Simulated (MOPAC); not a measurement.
MOPAC input (MNDO):

```
MNDO 1SCF CHARGE=1 GEO-OK AUX(PRECISION=9) THREADS=1
H6BO2Si

O     0.55891900 1    1.27125400 1   -1.10814600 1
B     0.32045000 1    0.26917800 1   -0.28511400 1
O     1.63643900 1   -0.43395700 1   -0.07804800 1
Si   -1.30606600 1   -0.47562400 1    0.68854900 1
H    -0.16158100 1    1.85634100 1   -1.37398600 1
H     2.45198900 1   -0.12358900 1   -0.51819000 1
H     1.74847500 1   -1.21468700 1    0.48880700 1
H    -2.28230600 1   -0.85882400 1   -0.34870400 1
H    -0.83270600 1   -1.64496100 1    1.46124700 1
H    -1.80406600 1    0.60019000 1    1.56627400 1
```

From the output:

```
                                                       MOPAC v23.2.5 Linux

          FINAL HEAT OF FORMATION =         27.27634 KCAL/MOL =     114.12422 KJ/MOL

          COSMO AREA              =        121.08 SQUARE ANGSTROMS
          COSMO VOLUME            =        109.02 CUBIC ANGSTROMS

          IONIZATION POTENTIAL    =         16.084306 EV
          HOMO LUMO ENERGIES (EV) =        -16.084 -4.393
          NO. OF FILLED LEVELS    =         12
          MOLECULAR WEIGHT        =         76.9417         POINT GROUP:  Cs

          MOLECULAR DIMENSIONS (Angstroms)

            Atom       Atom       Distance
            H    10    H     6     4.79404
            H     9    H     5     4.36556
            H     8    H    10     2.36532

          SCF CALCULATIONS        =          1

   ATOM   CHEMICAL          X               Y               Z
  NUMBER   SYMBOL      (ANGSTROMS)     (ANGSTROMS)     (ANGSTROMS)

     1       O          0.55891900  *   1.27125400  *  -1.10814600  *
     2       B          0.32045000  *   0.26917800  *  -0.28511400  *
     3       O          1.63643900  *  -0.43395700  *  -0.07804800  *
     4      Si         -1.30606600  *  -0.47562400  *   0.68854900  *
     5       H         -0.16158100  *   1.85634100  *  -1.37398600  *
     6       H          2.45198900  *  -0.12358900  *  -0.51819000  *
     7       H          1.74847500  *  -1.21468700  *   0.48880700  *
     8       H         -2.28230600  *  -0.85882400  *  -0.34870400  *
     9       H         -0.83270600  *  -1.64496100  *   1.46124700  *
    10       H         -1.80406600  *   0.60019000  *   1.56627400  *

                             CARTESIAN COORDINATES

   1    O        0.558919000     1.271254000    -1.108146000
   2    B        0.320450000     0.269178000    -0.285114000
   3    O        1.636439000    -0.433957000    -0.078048000
   4   Si       -1.306066000    -0.475624000     0.688549000
   5    H       -0.161581000     1.856341000    -1.373986000
   6    H        2.451989000    -0.123589000    -0.518190000
   7    H        1.748475000    -1.214687000     0.488807000
   8    H       -2.282306000    -0.858824000    -0.348704000
   9    H       -0.832706000    -1.644961000     1.461247000
  10    H       -1.804066000     0.600190000     1.566274000

           Empirical Formula: H6 O2 B Si  =    10 atoms

      MOLECULAR POINT GROUP   :   Cs

                  EIGENVALUES
 -49.62447 -46.94941 -28.47691 -27.54437 -24.95517 -24.10230 -21.15197 -20.59548
 -18.78628 -16.43394 -16.16867 -16.08431  -4.39289  -3.45581  -2.95461  -2.29274
  -1.99984  -1.92183  -0.85593  -0.31104   0.73288   2.51188

              NET ATOMIC CHARGES AND DIPOLE CONTRIBUTIONS

  ATOM NO.   TYPE          CHARGE      No. of ELECS.   s-Pop       p-Pop
    1          O          -0.234713        6.2347     1.73723     4.49749
    2          B          -0.192659        3.1927     1.46251     1.73015
    3          O          -0.128263        6.1283     1.64594     4.48232
    4         Si           1.579791        2.4202     1.08189     1.33832
    5          H           0.289638        0.7104     0.71036
    6          H           0.310598        0.6894     0.68940
    7          H           0.324492        0.6755     0.67551
    8          H          -0.306226        1.3062     1.30623
    9          H          -0.336431        1.3364     1.33643
   10          H          -0.306226        1.3062     1.30623
 DIPOLE           X         Y         Z       TOTAL
 POINT-CHG.     1.606    -1.577     0.801     2.389
 HYBRID         1.366     0.467    -0.697     1.603
 SUM            2.971    -1.110     0.104     3.174

          ATOMIC ORBITAL ELECTRON POPULATIONS

     Atom    s        px        py        pz
    1  O   1.73723   1.53283   1.39633   1.56833
    2  B   1.46251   0.63840   0.56087   0.53088
    3  O   1.64594   1.33338   1.49207   1.65687
    4 Si   1.08189   0.37917   0.48748   0.47167
    5  H   0.71036
    6  H   0.68940
    7  H   0.67551
    8  H   1.30623
    9  H   1.33643
   10  H   1.30623

 **********************
 *                    *
 * JOB ENDED NORMALLY *
 *                    *
 **********************

 == MOPAC DONE ==
```

The dipole moment of an ion depends on the origin.

The geometry given is a B3LYP-D3(BJ)/def2-TZVP minimum.
